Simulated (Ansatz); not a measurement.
Isolated molecules relaxed with PBE0-D4/def2-TZVP in Ansatz; ΔE leaves out vibrations. CCSD(T)/CBS adds triple-zeta CCSD(T) − MP2 to the extrapolated MP2 energy (def2 sets, frozen cores). This one scheme is used for every species. Functionals use def2-TZVPP. B3LYP here is the variant with VWN-RPA as its local correlation; programs differ in this. For Br outer-core shells are correlated without core-valence functions, which leaves a few kJ/mol of doubt a bond. Scalar relativity is left out up to krypton. One conformer a species, not always the lowest.

Consider the ligand exchange at a B–F bond: `CN(C)B(O)F` + HBr → `CN(C)B(O)Br` + H–F.

`CN(C)B(O)F`:

```xyz
13

C     0.969   -0.384    1.145
N     0.022    0.010    0.130
C     0.380   -0.435   -1.190
B    -1.133    0.758    0.436
O    -2.084    1.174   -0.450
F    -1.351    1.111    1.711
H     0.649   -0.021    2.119
H     1.965    0.025    0.932
H     1.062   -1.475    1.194
H     1.353   -0.031   -1.496
H     0.447   -1.529   -1.236
H    -0.352   -0.122   -1.936
H    -1.926    0.920   -1.359
```

HBr:

Cartesian coordinates in Å:
```
Br 0.533 0.175 -0.436
H -0.533 -0.175 0.436
```

`CN(C)B(O)Br`:

Z-matrix (Å, degrees):
```
C
N 1 1.441
H 1 1.096 2 110.6
H 1 1.088 2 110.7 3 120.4
H 1 1.096 2 110.6 3 -119.3
C 2 1.447 1 113.4 3 59.6
B 2 1.394 1 126.0 3 -120.4
H 6 1.096 2 110.6 1 59.7
H 6 1.088 2 110.4 1 -180.0
H 6 1.096 2 110.6 1 -59.6
O 7 1.364 2 120.9 1 -180.0
Br 7 1.960 2 121.4 1 0.0
H 11 0.959 7 112.8 2 -180.0
```

H–F:

Cartesian coordinates in Å:
```
F -0.134 0.336 -0.285
H 0.134 -0.336 0.285
```

```
             level  ΔE (kJ/mol)  difference from CCSD(T)/CBS
            PBE-D4         40.8                          2.5
         r2SCAN-D4         50.1                         11.8
           ωB97X-V         49.6                         11.3
               PBE         46.0                          7.7
             B3LYP         60.1                         21.8
    MP2/def2-TZVPP         33.4                         -4.9
SCS-MP2/def2-TZVPP         42.3                          4.0
   CCSD/def2-TZVPP         49.7                         11.4
    MP2/def2-QZVPP         29.9                         -8.4
      HF/CBS(def2)         72.9                         34.6
       CCSD(T)/CBS         38.3                            0
```

Largest T1 diagnostic among the species: 0.011.

In def2-TZVPP, CCSD(T) changes the Hartree–Fock value by −26.8 kJ/mol (the triples alone add −4.7 kJ/mol) and MP2 by −38.4 kJ/mol. The D4 term adds −8.6 kJ/mol with B3LYP and −4.6 kJ/mol with PBE0; it sums over pairs of atoms, weighted by their polarisabilities, and B3LYP, whose exchange is more repulsive, gets the larger term.
